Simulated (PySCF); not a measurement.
## SiBr₂, singlet: molecular constants

Method: PBE0/[Si def2-SVP, Br def2-SVP], no relativity, density fitting, PySCF.

The structure is a minimum.

```xyz
3
charge 0 multiplicity 1, angstrom
Si   -1.2046    0.0000    0.0000
Br    0.2136    1.7546    0.0000
Br    0.2136   -1.7546    0.0000
```

| Property | Result |
| --- | --- |
| Point group | C2v |
| Bond lengths | Si–Br 2.256 Å (×2) |
| Bond angles | Br–Si–Br 102.1° |
| Rotational constants | 0.3527, 0.03469, 0.03159 cm⁻¹ |
| Lowest empty level | -3.09 eV |
| Heat capacity Cp at 298.15 K | 53.3 J/(mol K) |
| Principal quadrupole moments (Buckingham, traceless) about the centre of mass | -2.79, 0.10, 2.69 D Å |
| Entropy at 298.15 K and 1 bar | 304.9 J/(mol K) |
| Atomisation energy without zero-point energy | 740 kJ/mol |
| Zero-point energy | 5.7 kJ/mol |
| Rotational symmetry number | 2 |
| Highest occupied level | -7.51 eV |
| Dipole moment | 0.87 D |
| Enthalpy at 298.15 K above 0 K | 13.27 kJ/mol |
| Principal polarisabilities | 36.9, 55.5, 80.7 bohr³ |

Harmonic modes (masses in u: Si 27.977, Br 78.918):
```tsv
symmetry	ω (cm⁻¹)	IR (km/mol)	μ (u)
a1	124	0.3	66.39
a1	414	55.3	33.47
b2	418	151	32.77
```

In C2v the vibrations span 2a1 + b2. Here b1 is antisymmetric to the molecular plane and b2 lies in it.

Charges (e):
```tsv
atom	Mulliken	Löwdin	polar tensor	Mayer order to Si1
Si1	0.47	0.17	1.03	–
Br2,3	-0.23	-0.09	-0.51	1.13
```

Mulliken populations on Si1: s 5.85, p 7.51, d 0.17.

Counting electrons, silicon keeps 2 of its valence electrons outside its bonds, so the VSEPR class is AX2E1 and the expected shape is bent (C2v), as computed.

The final relaxation and frequency run took 18 s on 2 threads of a shared Arm Neoverse V1 host, with 82 basis functions and 9 gradients; the process peaked at 0.81 GiB.
